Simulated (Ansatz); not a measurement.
A calculation with Ansatz (development build ahead of 0.2.0).

```yaml
crystal:
  periodic: [false, false, false]
  atoms:
    - { symbol: H, position_ang: [0.9505, -1.28697, -0.47008] }
    - { symbol: Li, position_ang: [0.08158, -1.11266, 1.23937] }
    - { symbol: Li, position_ang: [-0.66554, -0.71886, -1.34944] }
    - { symbol: H, position_ang: [-1.53446, -0.54456, 0.36] }
    - { symbol: Li, position_ang: [1.53446, 0.54456, -0.36] }
    - { symbol: H, position_ang: [0.66554, 0.71886, 1.34944] }
    - { symbol: H, position_ang: [-0.08158, 1.11266, -1.23937] }
    - { symbol: Li, position_ang: [-0.9505, 1.28697, 0.47008] }
basis:
  gaussian: { orbitals: def2-SVP }
hamiltonian:
  xc: hf
correlation:
  method: mp2
  frozen_orbitals: { H: 0, Li: 0 }
```

The input is written out in the form of the current development build from the run's settings.

Results

| Item | Value |
| --- | --- |
| Converged | yes |
| Reference energy | -32.12672 hartree |
| Correlation energy | -0.10306 hartree |
| Total energy | -32.22978 hartree |
| Spin squared of the determinant | 0.000 |
